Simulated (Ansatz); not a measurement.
This triplet is an excited state, 0.37 eV above the relaxed singlet at the level frozen-core CCSD(T)/cc-pVTZ // PBE0-D3(BJ)/def2-TZVP (Ansatz, a program for electronic structure).

Species: CH$_{2}$BCl, SMILES `B[C]Cl` (excited triplet) (charge 0, multiplicity 3).

Question: Give a relaxed geometry from PBE0-D3(BJ)/def2-TZVP in Ansatz.

Answer: This is not unique; one that fits is the end point of this relaxation, one of several conformers (outside a Z-matrix the atoms follow the SMILES, hydrogens last).
Cartesian coordinates (Å) in one orientation:
```xyz
5

B     -0.643    -0.060    -0.002
C      0.803    -0.458     0.027
Cl     2.247     0.324     0.002
H     -1.480    -0.909     0.030
H     -0.927     1.102    -0.057
```
